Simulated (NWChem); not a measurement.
System: KF anion, doublet; SMILES of the neutral closed-shell parent [F][K]

NWChem printed, in part:

```
             Northwest Computational Chemistry Package (NWChem) 7.3.0
             --------------------------------------------------------

 ORDER OF PRIMARY AXIS IS BEING SET TO 4
 C4V symmetry detected

                             Geometry "geometry" -> ""
                             -------------------------

 Output coordinates in angstroms (scale by  1.889725989 to convert to a.u.)

  No.       Tag          Charge          X              Y              Z
 ---- ---------------- ---------- -------------- -------------- --------------
    1 K                   19.0000     0.00000000     0.00000000    -0.74694375
    2 F                    9.0000     0.00000000     0.00000000     1.57688125

 Effective nuclear repulsion energy (a.u.)      38.9398124123

      Symmetry information
      --------------------

 Group name             C4v
 Group number             18
 Group order               8
 No. of unique centers     2

                                 NWChem DFT Module
                                 -----------------

 Summary of "ao basis" -> "ao basis" (spherical)
 ------------------------------------------------------------------------------
       Tag                 Description            Shells   Functions and Types
 ---------------- ------------------------------  ------  ---------------------
 K                          6-31+g*                 12       26   6s5p1d
 F                          6-31+g*                  8       18   4s3p1d

      Symmetry analysis of basis
      --------------------------

        a1         20
        a2          0
        b1          2
        b2          2
        e          20

            General Information
            -------------------
          SCF calculation type: DFT
          Wavefunction type:  spin polarized.
          No. of atoms     :     2
          No. of electrons :    29
           Alpha electrons :    15
            Beta electrons :    14
          Charge           :    -1
          Spin multiplicity:     2
          Use of symmetry is: on ; symmetry adaption is: on
          Maximum number of iterations: 150
          AO basis - number of functions:    44
                     number of shells:    20
          Convergence on energy requested:  1.00D-06
          Convergence on density requested:  1.00D-05
          Convergence on gradient requested:  5.00D-04

              XC Information
              --------------
                    Becke 1988 Exchange Functional  1.000
              Lee-Yang-Parr Correlation Functional  1.000

             Grid Information
             ----------------
          Grid used for XC integration:  medium
          Radial quadrature: Mura-Knowles
          Angular quadrature: Lebedev.
          Tag              B.-S. Rad. Rad. Pts. Rad. Cut. Ang. Pts.
          ---              ---------- --------- --------- ---------
          K                   2.20      112          23.0       590
          F                   0.50       49          12.0       434
          Grid pruning is: on
          Number of quadrature shells:   161
          Spatial weights used:  Erf1

      Superposition of Atomic Density Guess
      -------------------------------------

 Sum of atomic energies:        -698.49722599

 Renormalizing density from      28.00 to     29

      Non-variational initial energy
      ------------------------------

 Total energy =    -713.275747
 1-e energy   =   -1077.571153
 2-e energy   =     325.355594
 HOMO         =       0.069031
 LUMO         =       0.070393

   Symmetry analysis of molecular orbitals - initial alpha
   -------------------------------------------------------

 !! scf_movecs_sym_adapt:    4 vectors were symmetry contaminated

  Symmetry fudging

 !! scf_movecs_sym_adapt:    4 vectors were symmetry contaminated

  Numbering of irreducible representations:

     1 a1          2 a2          3 b1          4 b2          5 e

  Orbital symmetries:

     1 a1          2 a1          3 a1          4 e           5 e
     6 a1          7 a1          8 a1          9 a1         10 e
    11 e          12 e          13 e          14 a1         15 a1
    16 e          17 e          18 a1         19 a1         20 e
    21 e          22 a1         23 a1         24 a1         25 e

   Symmetry analysis of molecular orbitals - initial beta
   ------------------------------------------------------

 !! scf_movecs_sym_adapt:    4 vectors were symmetry contaminated

  Symmetry fudging

 !! scf_movecs_sym_adapt:    4 vectors were symmetry contaminated

  Numbering of irreducible representations:

     1 a1          2 a2          3 b1          4 b2          5 e

  Orbital symmetries:

     1 a1          2 a1          3 a1          4 e           5 e
     6 a1          7 a1          8 a1          9 a1         10 e
    11 e          12 e          13 e          14 a1         15 a1
    16 e          17 e          18 a1         19 a1         20 e
    21 e          22 a1         23 a1         24 a1         25 e

     ---------------------------------------------
      Total Density - Mulliken Population Analysis
     ---------------------------------------------

    Atom       Charge   Shell Charges
 -----------   ------   -------------------------------------------------------
    1 K   19    18.96   2.00  2.00  6.00  1.97  5.83  0.06  0.17 -0.13 -0.20  0.38  0.88  0.02
    2 F    9    10.04   2.00  0.92  3.29  1.07  2.35  0.03  0.37  0.00

     --------------------------------------------
      Spin Density - Mulliken Population Analysis
     --------------------------------------------

    Atom       Charge   Shell Charges
 -----------   ------   -------------------------------------------------------
    1 K   19     1.00   0.00  0.00  0.00 -0.00  0.00  0.02  0.02 -0.12 -0.16  0.38  0.87  0.00
    2 F    9     0.00   0.00  0.00  0.00 -0.00  0.00  0.00  0.00 -0.00

   convergence    iter        energy       DeltaE   RMS-Dens  Diis-err
 ---------------- ----- ----------------- --------- --------- ---------
 d= 0,ls=0.0,diis     1   -699.7058164990 -7.39D+02  6.26D-02  7.49D-02
                                                     2.49D-02  7.47D-02
 d= 0,ls=0.0,diis     2   -699.4243741492  2.81D-01  8.23D-03  6.86D-01
                                                     1.87D-02  7.37D-01
 d= 0,ls=0.0,diis     3   -699.7725654063 -3.48D-01  2.97D-02  1.30D-02
                                                     2.70D-03  1.05D-02
 d= 0,ls=0.0,diis     4   -699.7844175627 -1.19D-02  2.48D-02  1.63D-03
                                                     7.56D-04  1.47D-03
 d= 0,ls=0.0,diis     5   -699.7887975287 -4.38D-03  3.23D-03  1.77D-04
                                                     2.86D-04  8.08D-05
  Resetting Diis
 d= 0,ls=0.0,diis     6   -699.7894044295 -6.07D-04  1.17D-03  3.09D-06
                                                     3.86D-05  5.39D-07
 d= 0,ls=0.0,diis     7   -699.7894195177 -1.51D-05  1.72D-04  2.81D-07
                                                     1.48D-05  2.14D-07
 d= 0,ls=0.0,diis     8   -699.7894195490 -3.13D-08  1.56D-05  1.17D-06
                                                     1.13D-05  1.18D-06
 d= 0,ls=0.0,diis     9   -699.7894199613 -4.12D-07  2.13D-05  2.65D-08
                                                     1.86D-06  2.23D-08
 d= 0,ls=0.0,diis    10   -699.7894199869 -2.56D-08  2.28D-05  6.60D-10
                                                     7.39D-07  4.24D-10
 d= 0,ls=0.0,diis    11   -699.7894199911 -4.16D-09  2.89D-06  9.50D-11
                                                     2.53D-07  5.14D-11

         Total DFT energy =     -699.789419991052
      One electron energy =    -1047.206058276586
           Coulomb energy =      352.537442756909
    Exchange-Corr. energy =      -44.060616883647
 Nuclear repulsion energy =       38.939812412272

 Numeric. integr. density =       29.000043089132

                  Occupations of the irreducible representations
                  ----------------------------------------------

                     irrep           alpha         beta
                     --------     --------     --------
                     a1                9.0          8.0
                     a2                0.0          0.0
                     b1                0.0          0.0
                     b2                0.0          0.0
                     e                 6.0          6.0

                    DFT Final Alpha Molecular Orbital Analysis
                    ------------------------------------------

 Vector   13  Occ=1.000000D+00  E=-4.677163D-02  Symmetry=e
              MO Center=  6.2D-17, -5.1D-16,  1.6D+00, r^2= 7.1D-01
   Bfn.  Coefficient  Atom+Function         Bfn.  Coefficient  Atom+Function
  ----- ------------  ---------------      ----- ------------  ---------------
    30      0.603527  2 F  py                34      0.370433  2 F  py
    29     -0.189537  2 F  px                38      0.187921  2 F  py
    33     -0.116334  2 F  px                37     -0.059016  2 F  px
     8     -0.052668  1 K  py                23      0.036838  1 K  d -1
    12      0.029699  1 K  py

 Vector   14  Occ=1.000000D+00  E=-4.677163D-02  Symmetry=e
              MO Center= -4.4D-16, -1.7D-16,  1.6D+00, r^2= 7.1D-01
   Bfn.  Coefficient  Atom+Function         Bfn.  Coefficient  Atom+Function
  ----- ------------  ---------------      ----- ------------  ---------------
    29      0.603527  2 F  px                33      0.370433  2 F  px
    30      0.189537  2 F  py                37      0.187921  2 F  px
    34      0.116334  2 F  py                38      0.059016  2 F  py
     7     -0.052668  1 K  px                25     -0.036838  1 K  d  1
    11      0.029699  1 K  px

 Vector   15  Occ=1.000000D+00  E= 3.069550D-02  Symmetry=a1
              MO Center= -7.5D-14,  3.9D-14, -3.0D+00, r^2= 2.1D+01
   Bfn.  Coefficient  Atom+Function         Bfn.  Coefficient  Atom+Function
  ----- ------------  ---------------      ----- ------------  ---------------
    18      0.498858  1 K  s                 10      0.254607  1 K  s
    21     -0.248957  1 K  pz                14      0.227264  1 K  s
    13     -0.220031  1 K  pz                 6      0.151112  1 K  s
    17     -0.138553  1 K  pz                 9      0.103979  1 K  pz
    31      0.062834  2 F  pz                 2      0.044136  1 K  s

 Vector   16  Occ=0.000000D+00  E= 4.863994D-02  Symmetry=e
              MO Center= -5.1D-16, -4.9D-15, -7.5D-01, r^2= 8.9D+01
   Bfn.  Coefficient  Atom+Function         Bfn.  Coefficient  Atom+Function
  ----- ------------  ---------------      ----- ------------  ---------------
    20      1.181573  1 K  py                16     -0.417438  1 K  py
    12      0.186795  1 K  py                19      0.106051  1 K  px
    15     -0.037467  1 K  px                 8     -0.030244  1 K  py

 Vector   17  Occ=0.000000D+00  E= 4.863994D-02  Symmetry=e
              MO Center=  2.1D-13, -1.9D-14, -7.5D-01, r^2= 8.9D+01
   Bfn.  Coefficient  Atom+Function         Bfn.  Coefficient  Atom+Function
  ----- ------------  ---------------      ----- ------------  ---------------
    19      1.181573  1 K  px                15     -0.417438  1 K  px
    11      0.186795  1 K  px                20     -0.106051  1 K  py
    16      0.037467  1 K  py                 7     -0.030244  1 K  px

 Vector   18  Occ=0.000000D+00  E= 4.979422D-02  Symmetry=a1
              MO Center=  2.4D-15,  3.6D-14, -4.8D+00, r^2= 5.8D+01
   Bfn.  Coefficient  Atom+Function         Bfn.  Coefficient  Atom+Function
  ----- ------------  ---------------      ----- ------------  ---------------
    14      1.134536  1 K  s                 21      0.940421  1 K  pz
    18     -0.935297  1 K  s                 17     -0.538566  1 K  pz
     6      0.164808  1 K  s                  9      0.062707  1 K  pz
    10     -0.052458  1 K  s                 31      0.037294  2 F  pz
    39      0.037236  2 F  pz                36     -0.030973  2 F  s

                     DFT Final Beta Molecular Orbital Analysis
                     -----------------------------------------

 Vector   12  Occ=1.000000D+00  E=-4.731783D-02  Symmetry=a1
              MO Center= -1.3D-16, -4.4D-17,  1.5D+00, r^2= 8.2D-01
   Bfn.  Coefficient  Atom+Function         Bfn.  Coefficient  Atom+Function
  ----- ------------  ---------------      ----- ------------  ---------------
    31      0.635510  2 F  pz                35      0.390491  2 F  pz
    39      0.184197  2 F  pz                 9      0.152827  1 K  pz
     6     -0.112828  1 K  s                 10     -0.103615  1 K  s
    24     -0.055195  1 K  d  0               5     -0.042862  1 K  pz
    14      0.039400  1 K  s                  2     -0.032334  1 K  s

 Vector   13  Occ=1.000000D+00  E=-4.660204D-02  Symmetry=e
              MO Center= -1.0D-17, -3.9D-17,  1.6D+00, r^2= 7.1D-01
   Bfn.  Coefficient  Atom+Function         Bfn.  Coefficient  Atom+Function
  ----- ------------  ---------------      ----- ------------  ---------------
    29      0.559009  2 F  px                33      0.342657  2 F  px
    30     -0.295568  2 F  py                34     -0.181175  2 F  py
    37      0.175640  2 F  px                38     -0.092867  2 F  py
     7     -0.048855  1 K  px                25     -0.034189  1 K  d  1
    11      0.027560  1 K  px                 8      0.025832  1 K  py

 Vector   14  Occ=1.000000D+00  E=-4.660204D-02  Symmetry=e
              MO Center=  9.8D-17,  1.5D-16,  1.6D+00, r^2= 7.1D-01
   Bfn.  Coefficient  Atom+Function         Bfn.  Coefficient  Atom+Function
  ----- ------------  ---------------      ----- ------------  ---------------
    30      0.559009  2 F  py                34      0.342657  2 F  py
    29      0.295568  2 F  px                33      0.181175  2 F  px
    38      0.175640  2 F  py                37      0.092867  2 F  px
     8     -0.048855  1 K  py                23      0.034189  1 K  d -1
    12      0.027560  1 K  py                 7     -0.025832  1 K  px

 Vector   15  Occ=0.000000D+00  E= 4.989229D-02  Symmetry=a1
              MO Center= -1.3D-14, -1.4D-13, -3.0D+00, r^2= 3.0D+01
   Bfn.  Coefficient  Atom+Function         Bfn.  Coefficient  Atom+Function
  ----- ------------  ---------------      ----- ------------  ---------------
    18      0.766228  1 K  s                 10      0.424544  1 K  s
    21     -0.318149  1 K  pz                13     -0.155017  1 K  pz
     6      0.118549  1 K  s                 14     -0.115098  1 K  s
     9      0.078451  1 K  pz                31      0.048696  2 F  pz
    36     -0.048698  2 F  s                  2      0.047603  1 K  s

 Vector   16  Occ=0.000000D+00  E= 5.837451D-02  Symmetry=e
              MO Center=  1.1D-14,  1.1D-14, -7.5D-01, r^2= 9.0D+01
   Bfn.  Coefficient  Atom+Function         Bfn.  Coefficient  Atom+Function
  ----- ------------  ---------------      ----- ------------  ---------------
    19      0.852121  1 K  px                20      0.840211  1 K  py
    15     -0.314208  1 K  px                16     -0.309816  1 K  py
    11      0.133181  1 K  px                12      0.131319  1 K  py

 Vector   17  Occ=0.000000D+00  E= 5.837451D-02  Symmetry=e
              MO Center= -5.4D-17, -8.6D-17, -7.5D-01, r^2= 9.0D+01
   Bfn.  Coefficient  Atom+Function         Bfn.  Coefficient  Atom+Function
  ----- ------------  ---------------      ----- ------------  ---------------
    20     -0.852121  1 K  py                19      0.840211  1 K  px
    16      0.314208  1 K  py                15     -0.309816  1 K  px
    12     -0.133181  1 K  py                11      0.131319  1 K  px

     ---------------------------------------------
      Total Density - Mulliken Population Analysis
     ---------------------------------------------

[...]
```

Level: BLYP/6-31+G* (spherical d), spin-unrestricted. Geometry: optimised at B3LYP/def2-SVPD, spin-unrestricted. The spin multiplicity was typed, not searched, and may not be the lowest. No stability test was run on the SCF state. The highest occupied level is positive, so the extra electron may be held by the finite basis.

Q: Reconstruct the input file.

A: Several could match; the one computed here: the input that was run:
```
start job
memory heap 200 mb stack 900 mb global 1100 mb
charge -1
geometry units angstroms noautoz
  K      0.000000     0.000000    -0.798885
  F      0.000000     0.000000     1.524940
end
basis spherical
  * library 6-31+g*
end
dft
  odft
  mult 2
  xc becke88 lyp
  iterations 150
  mulliken
end
task dft energy
```
